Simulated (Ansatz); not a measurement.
Reaction (isomerisation): `C#CC[CH2][GeH3]` → `C=[C]1[CH2][GeH]1[CH3]`

Computed with Ansatz on PBE0-D4/def2-TZVP structures; ΔE is electronic, products minus reactants. CCSD(T)/CBS is the MP2 limit (def2-TZVPP, def2-QZVPP) plus CCSD(T) − MP2 in def2-TZVPP, frozen cores. Functionals use def2-TZVPP. B3LYP here is the variant with VWN-RPA as its local correlation; programs differ in this. For Ge outer-core shells are correlated without core-valence functions, which leaves a few kJ/mol of doubt a bond. Scalar relativity is left out up to krypton. One conformer a species, not always the lowest.

Question: Is it downhill or uphill in electronic energy at CCSD(T)/CBS, and by how much? (Estimate.)

Answer: Computed: Downhill: ΔE = -0.07 eV.

Question: What do these levels give: PBE-D4, ωB97M-V, B2PLYP, r2SCAN, B3LYP, MP2/def2-TZVPP, SCS-MP2/def2-TZVPP, CCSD(T)/def2-TZVPP, MP2/def2-QZVPP, SCS-MP2/def2-QZVPP, MP2/CBS(def2), CCSD/CBS(def2)? (An estimate is asked.)

Answer: Ansatz gave: PBE-D4 -0.28, ωB97M-V -0.06, B2PLYP -0.01, r2SCAN -0.20, B3LYP -0.03, MP2/def2-TZVPP -0.05, SCS-MP2/def2-TZVPP 0.05, CCSD(T)/def2-TZVPP -0.04, MP2/def2-QZVPP -0.06, SCS-MP2/def2-QZVPP 0.04, MP2/CBS(def2) -0.07, CCSD/CBS(def2) -0.01 eV.

Largest T1 diagnostic among the species: 0.011.

From PBE to PBE0 (25 % exact exchange), in def2-TZVPP and without D4, ΔE moves by +0.05 eV. In def2-TZVPP, CCSD(T) changes the Hartree–Fock value by −0.37 eV (the triples alone add −0.06 eV) and MP2 by −0.38 eV.
